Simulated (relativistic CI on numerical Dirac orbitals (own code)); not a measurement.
**Forbidden lines of Rh VI**

These numbers are calculated, not measured: Dirac-Coulomb-Breit CI, KLI orbitals optimised for each configuration, model QED, valence Slater integrals scaled by 0.85, P86 correlation energy added to each configuration (own radial code, finite nucleus).

Configuration list (outside the closed core [Ar] 3d10): 4s²4p⁶4d⁴, 4s²4p⁶4d³5s, 4s²4p⁶4d³4f, 4s²4p⁶4d³5p, 4s²4p⁵4d⁵, 4s²4p⁶4d³5d, 4s²4p⁶4d³6s, 4s²4p⁶4d³6p, 4s²4p⁶4d²5s5p, 4s4p⁶4d⁵, 4s²4p⁶4d³5f, 4s²4p⁶4d³6d, 4s²4p⁶4d³6f, 4s²4p⁶4d²5s², 4s²4p⁶4d4f5s², 4s²4p⁶4d5s²5p, 4s²4p⁶4d5s²5d, 4s²4p⁶4d5s²6s. Double excitations out of closed p, d and f shells are left out; levels of such configurations are missing from the list, as are those of other unlisted configurations, and high levels can miss mixing partners.

```tsv
λ vac (nm)	Lower	Upper	Type	A (s⁻¹)	gf	Branching (%)
318.09	4s²4p⁶4d⁴ ⁵D0 [1]	4s²4p⁶4d⁴ ³D1 [21]	M1	2.01e+00	9.14e-09	29.3
325.14	4s²4p⁶4d⁴ ⁵D1 [2]	4s²4p⁶4d⁴ ³D1 [21]	M1	1.34e+00	6.39e-09	19.6
331.72	4s²4p⁶4d⁴ ⁵D1 [2]	4s²4p⁶4d⁴ ³D2 [19]	M1	1.66e+00	1.37e-08	27.3
337.01	4s²4p⁶4d⁴ ⁵D2 [3]	4s²4p⁶4d⁴ ³D1 [21]	M1	3.45e-01	1.76e-09	5.0
344.08	4s²4p⁶4d⁴ ⁵D2 [3]	4s²4p⁶4d⁴ ³D2 [19]	M1	7.13e-01	6.33e-09	11.7
351.44	4s²4p⁶4d⁴ ⁵D2 [3]	4s²4p⁶4d⁴ ³D3 [18]	M1	1.06e+00	1.37e-08	21.1
360.23	4s²4p⁶4d⁴ ⁵D3 [4]	4s²4p⁶4d⁴ ³D2 [19]	M1	2.82e+00	2.74e-08	46.2
368.30	4s²4p⁶4d⁴ ⁵D3 [4]	4s²4p⁶4d⁴ ³D3 [18]	M1	6.51e-01	9.27e-09	13.0
388.84	4s²4p⁶4d⁴ ⁵D4 [5]	4s²4p⁶4d⁴ ³D3 [18]	M1	2.87e+00	4.55e-08	57.3
417.10	4s²4p⁶4d⁴ ⁵D2 [3]	4s²4p⁶4d⁴ ³G3 [15]	M1	7.24e-01	1.32e-08	21.1
436.21	4s²4p⁶4d⁴ ⁵D3 [4]	4s²4p⁶4d⁴ ³G4 [16]	M1	4.09e-01	1.05e-08	22.8
441.06	4s²4p⁶4d⁴ ⁵D3 [4]	4s²4p⁶4d⁴ ³G3 [15]	M1	1.55e+00	3.16e-08	45.0
451.88	4s²4p⁶4d⁴ ⁵D3 [4]	4s²4p⁶4d⁴ ³P2 [14]	M1	4.15e+00	6.36e-08	81.7
456.78	4s²4p⁶4d⁴ ⁵D1 [2]	4s²4p⁶4d⁴ ³F2 [12]	M1	1.21e+00	1.90e-08	35.9
465.33	4s²4p⁶4d⁴ ⁵D4 [5]	4s²4p⁶4d⁴ ³G4 [16]	M1	1.07e+00	3.11e-08	59.3
470.85	4s²4p⁶4d⁴ ⁵D4 [5]	4s²4p⁶4d⁴ ³G3 [15]	M1	2.42e-01	5.63e-09	7.0
471.75	4s²4p⁶4d⁴ ⁵D0 [1]	4s²4p⁶4d⁴ ³P1 [9]	M1	4.57e-01	4.57e-09	4.6
480.55	4s²4p⁶4d⁴ ⁵D2 [3]	4s²4p⁶4d⁴ ³F2 [12]	M1	1.90e+00	3.30e-08	56.3
494.17	4s²4p⁶4d⁴ ⁵D2 [3]	4s²4p⁶4d⁴ ³F3 [10]	M1	1.05e+00	2.69e-08	27.4
496.12	4s²4p⁶4d⁴ ⁵D3 [4]	4s²4p⁶4d⁴ ³F4 [13]	M1	1.02e+00	3.39e-08	17.6
512.64	4s²4p⁶4d⁴ ⁵D3 [4]	4s²4p⁶4d⁴ ³F2 [12]	M1	2.60e-01	5.13e-09	7.7
514.60	4s²4p⁶4d⁴ ⁵D2 [3]	4s²4p⁶4d⁴ ³P1 [9]	M1	8.78e+00	1.05e-07	89.4
528.16	4s²4p⁶4d⁴ ⁵D3 [4]	4s²4p⁶4d⁴ ³F3 [10]	M1	2.40e+00	7.03e-08	62.8
534.13	4s²4p⁶4d⁴ ⁵D4 [5]	4s²4p⁶4d⁴ ³F4 [13]	M1	4.08e+00	1.57e-07	70.4
571.45	4s²4p⁶4d⁴ ⁵D4 [5]	4s²4p⁶4d⁴ ³F3 [10]	M1	2.62e-01	8.99e-09	6.9
578.57	4s²4p⁶4d⁴ ⁵D1 [2]	4s²4p⁶4d⁴ ³P0 [6]	M1	1.20e+01	6.05e-08	100.0
619.93	4s²4p⁶4d⁴ ⁵D3 [4]	4s²4p⁶4d⁴ ³H4 [7]	M1	1.25e-01	6.46e-09	17.7
680.43	4s²4p⁶4d⁴ ⁵D4 [5]	4s²4p⁶4d⁴ ³H4 [7]	M1	5.77e-01	3.61e-08	82.2
742.29	4s²4p⁶4d⁴ ³P0 [6]	4s²4p⁶4d⁴ ³D1 [21]	M1	1.11e+00	2.74e-08	16.2
958.19	4s²4p⁶4d⁴ ³H5 [8]	4s²4p⁶4d⁴ ¹I6 [20]	M1	1.18e+00	2.11e-07	49.2
976.55	4s²4p⁶4d⁴ ³P1 [9]	4s²4p⁶4d⁴ ³D1 [21]	M1	1.32e+00	5.67e-08	19.3
1086.0	4s²4p⁶4d⁴ ³H6 [11]	4s²4p⁶4d⁴ ¹I6 [20]	M1	1.21e+00	2.79e-07	50.5
1211.6	4s²4p⁶4d⁴ ³F2 [12]	4s²4p⁶4d⁴ ³D2 [19]	M1	3.55e-01	3.90e-08	5.8
1573.3	4s²4p⁶4d⁴ ³H5 [8]	4s²4p⁶4d⁴ ³G5 [17]	M1	5.70e-01	2.33e-07	39.1
1941.3	4s²4p⁶4d⁴ ³H5 [8]	4s²4p⁶4d⁴ ³G4 [16]	M1	1.26e-01	6.41e-08	7.0
1950.3	4s²4p⁶4d⁴ ³H6 [11]	4s²4p⁶4d⁴ ³G5 [17]	M1	3.78e-01	2.37e-07	25.9
1991.3	4s²4p⁶4d⁴ ³P2 [14]	4s²4p⁶4d⁴ ³D3 [18]	M1	2.20e-01	9.17e-08	4.4
2484.1	4s²4p⁶4d⁴ ³H4 [7]	4s²4p⁶4d⁴ ³F4 [13]	M1	6.34e-01	5.28e-07	10.9
2500.1	4s²4p⁶4d⁴ ³P1 [9]	4s²4p⁶4d⁴ ³P2 [14]	M1	8.73e-01	4.09e-07	17.2
2517.1	4s²4p⁶4d⁴ ³F4 [13]	4s²4p⁶4d⁴ ³G5 [17]	M1	4.27e-01	4.47e-07	29.3
2674.4	4s²4p⁶4d⁴ ³F3 [10]	4s²4p⁶4d⁴ ³G3 [15]	M1	4.67e-01	3.51e-07	13.6
3094.4	4s²4p⁶4d⁴ ³P0 [6]	4s²4p⁶4d⁴ ³P1 [9]	M1	5.75e-01	2.48e-07	5.8
3158.6	4s²4p⁶4d⁴ ³F2 [12]	4s²4p⁶4d⁴ ³G3 [15]	M1	3.65e-01	3.82e-07	10.6
6088.3	4s²4p⁶4d⁴ ³H4 [7]	4s²4p⁶4d⁴ ³H5 [8]	M1	1.00e-01	6.12e-07	88.8
7677.5	4s²4p⁶4d⁴ ⁵D2 [3]	4s²4p⁶4d⁴ ⁵D3 [4]	M1	1.01e-01	6.22e-07	100.0
```

Terms are leading LS components. Brackets give the number of a level in order of energy, since labels repeat. The list gives strong lines, with weight on those to low levels, among the lowest 200 of 1725 levels, so that lines to higher ones, which can be the strongest, are missing. Levels whose partners in the same complex of configurations lie outside the list can be far off, and so can their lines. Rates are taken at the computed energies, electric ones in the length gauge.

At this charge configurations can still be misplaced by up to about 7 % of their energy.

LS names give the leading component of a level, which can be under half, so a name can repeat, a term be missing and a line seem to break the LS rules.
